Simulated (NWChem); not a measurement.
Isomers of Si2NH5F2, each optimised at B3LYP/6-31G* with NWChem, gas phase unless a solvent is named. Flexible species stand in one conformer each, which need not be the lowest. Pople sets run with spherical d functions. Shieldings are non-relativistic GIAO values without spin-orbit effects.

A: N[Si@@H](F)[SiH2]F
B: F[SiH](N[SiH3])F
C: N[Si](F)(F)[SiH3]
D: N[SiH2][SiH](F)F

**Question.** Rank them by 15N shift against ammonia, PBE0/pcSseg-1 (ppm), lowest first.

**Answer.** D (-9.3), B (22.0), C (40.6), A (43.7)
